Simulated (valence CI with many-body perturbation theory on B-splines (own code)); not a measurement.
# Level structure of La⁸⁺

Computed by valence CI with perturbative core correlation (CI+MBPT): three valence electrons over a frozen Dirac-Fock core [Kr] 4d10, radial functions for each j: 7 s, 7 p, 7 d, 7 f, 4 g, 2 h, with the one-electron correlation potential Σ1, the two-electron term Σ2, the three-electron term Σ3, Breit, model QED; selected CI, second order for the rest, scaled by the run's own slope (own B-spline code, finite nucleus).

No measured levels were compared; by estimate levels hold to about 250 cm⁻¹ or 0.2 % of their energy and the worst to 1 %, as in measured heavy ions of charge 2 to 7; those with d or f electrons hold less well.

Levels 46 to 90 of 220, with energies above the lowest level, 5s2.5p 2P°_1/2. "Leading %" is the weight of the configuration and term that name the level; weights of strongly mixed levels are sums over their largest components and can fall short. Lifetimes count E1, E2, E3, M1 and M2 decay at the calculated energies, and are blank where another channel may lead or the interval is too uncertain; long ones can be off by a factor of two.

```tsv
No.	Configuration	Term	J	E (eV)	Leading %	Lifetime	Second component	g
46	4f2.5s	4F	3/2	42.065	99	347 ns		0.400
47	4f2.5s	4F	5/2	42.119	99	716 ns		1.028
48	4f2.5s	4F	7/2	42.188	99	16.6 μs		1.235
49	4f2.5s	4F	9/2	42.258	96	3.35 μs		1.324
50	4f2.5s	2H	9/2	42.800	48	132 ns	48 % 4f2.5s 2G	1.017
51	4f2.5s	2G	7/2	42.856	96	58.9 ns		0.893
52	4f2.5s	2H	9/2	42.963	50	139 ns	47 % 4f2.5s 2G	1.011
53	4f2.5s	2H	11/2	43.102	99	2.92 ms		1.090
54	4f2.5s	2F	5/2	43.512	97	33.1 ns		0.864
55	4f2.5s	2F	7/2	43.681	97	57.7 ns		1.139
56	4f2.5s	2D	5/2	44.185	76	2.11 ns	20 % 4f2.5s 4P	1.275
57	4f2.5s	2D	3/2	44.216	90	1.65 ns	8 % 4f2.5s 4P	0.873
58	4f2.5s	4P	1/2	44.354	99	376 ns		2.668
59	4f2.5s	4P	3/2	44.406	92	19.1 ns	8 % 4f2.5s 2D	1.661
60	4f2.5s	4P	5/2	44.503	79	7.68 ns	20 % 4f2.5s 2D	1.517
61	5p3	2P°	1/2	44.565	88	104 ps	7 % 5s.5p.5d 2P°	0.665
62	4f2.5s	2I	13/2	44.674	99	741 μs		1.077
63	4f2.5s	2I	11/2	44.679	99	558 μs		0.923
64	5s.5p.5d	4F°	3/2	45.243	87	381 ps	6 % 5s.5p.5d 2D°	0.456
65	5s.5p.5d	4F°	5/2	45.739	65	274 ps	6 % 4f.5p2 4F°	1.031
66	4f2.5s	2P	1/2	45.742	98	9.70 ns		0.669
67	4f2.5s	2P	3/2	45.813	98	9.98 ns		1.330
68	5p3	2P°	3/2	46.562	56	105 ps	12 % 5p3 2D°	1.307
69	5s.5p.5d	4F°	7/2	46.673	47	205 ps	12 % 4f.5p2 4D°	1.232
70	4f.5p2	4G°	5/2	46.703	34	137 ps	21 % 5s.5p.5d 4F°	0.886
71	5s2.6s	2S	1/2	47.424	83	23.0 ps	14 % 4f2.5s 2S	2.001
72	5s.5p.5d	4F°	7/2	47.526	35	144 ps	17 % 4f.5p2 4G°	1.173
73	5s.5p.5d	4P°	5/2	47.675	40	47.7 ps	20 % 5s.5p.5d 4D°	1.330
74	5s.5p.5d	4D°	3/2	47.964	56	32.2 ps	26 % 5s.5p.5d 4P°	1.321
75	5s.5p.5d	4D°	1/2	48.005	79	27.5 ps	7 % 5s.5p.5d 4P°	0.241
76	4f.5p2	4G°	5/2	48.519	32	79.5 ps	25 % 4f.5p2 2D°	1.024
77	4f.5p2	2G°	7/2	48.595	68	190 ps	26 % 4f.5p2 4G°	0.916
78	4f2.5s	2S	1/2	48.686	83	268 ps	14 % 5s2.6s 2S	2.001
79	4f.5p2	2D°	3/2	48.688	43	75.4 ps	32 % 5s.5p.5d 2D°	0.844
80	5s.5p.5d	4F°	9/2	48.739	67	649 ps	19 % 4f.5p2 4F°	1.304
81	4f.5p2	2F°	5/2	48.903	45	159 ps	31 % 5s.5p.5d 2F°	0.931
82	4f.5p2	4D°	7/2	48.987	40	105 ps	28 % 4f.5p2 4G°	1.213
83	4f.5p2	4G°	9/2	49.146	54	165 ps	30 % 4f.5p2 2G°	1.125
84	4f.5p2	4D°	5/2	49.514	50	105 ps	27 % 4f.5p2 2D°	1.301
85	5s.5p.5d	4F°	9/2	49.804	28	140 ps	24 % 4f.5p2 4G°	1.226
86	4f.5p2	4D°	3/2	49.816	47	76.6 ps	22 % 4f.5p2 4F°	1.083
87	4f.5p2	2F°	7/2	49.833	54	162 ps	24 % 4f.5p2 4F°	1.174
88	4f.5p2	4G°	11/2	49.888	56	156 ps	39 % 4f.5p2 2H°	1.194
89	4f.5p2	4F°	5/2	49.917	40	87.1 ps	18 % 4f.5p2 2D°	1.057
90	4f.5p2	4F°	3/2	50.091	44	100 ps	32 % 4f.5p2 2D°	0.743
```

Names give the largest LS component (configuration and term), which can be under half, so a name can repeat, a term be missing and a line seem to break the LS rules; names also repeat where a configuration has a term twice.

Where two levels of one J and parity lie close, their mixing, g and order are uncertain.
